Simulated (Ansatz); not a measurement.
`[GaH2][SnH3]` and `[SiH3][GaH2]` differ in one element.

Ansatz, PBE0-D4/def2-TZVP geometries, multiplicity 1. 

Elements past krypton have def2 core potentials. Scalar relativity is left out up to krypton.

```
                                          property  `[GaH2][SnH3]`
    size of the dipole moment (PBE/def2-TZVPP) / D            0.54
               HOMO–LUMO gap (PBE/def2-TZVPP) / eV            3.38
             HOMO energy (ωB97M-V/def2-TZVPP) / eV           -9.39
             LUMO energy (ωB97M-V/def2-TZVPP) / eV           -0.55
size of the dipole moment (ωB97M-V/def2-TZVPP) / D            0.61
              HOMO–LUMO gap (PBE0/def2-TZVPP) / eV            5.16
```

Give the same properties after the change, and the shifts. (Best estimate.)

Computed: 
```
                                          property  `[SiH3][GaH2]`  shift
    size of the dipole moment (PBE/def2-TZVPP) / D            0.10  -0.44
               HOMO–LUMO gap (PBE/def2-TZVPP) / eV            3.63   0.25
             HOMO energy (ωB97M-V/def2-TZVPP) / eV           -9.66  -0.27
             LUMO energy (ωB97M-V/def2-TZVPP) / eV           -0.42   0.13
size of the dipole moment (ωB97M-V/def2-TZVPP) / D            0.14  -0.47
              HOMO–LUMO gap (PBE0/def2-TZVPP) / eV            5.49   0.33
```

With PBE0 the HOMO falls by 0.23 eV and the LUMO rises by 0.10 eV, so the gap widens by about 0.33 eV. PBE moves the HOMO by -0.17 eV and ωB97M-V by -0.27 eV. Dipoles are sizes alone; their direction can turn.
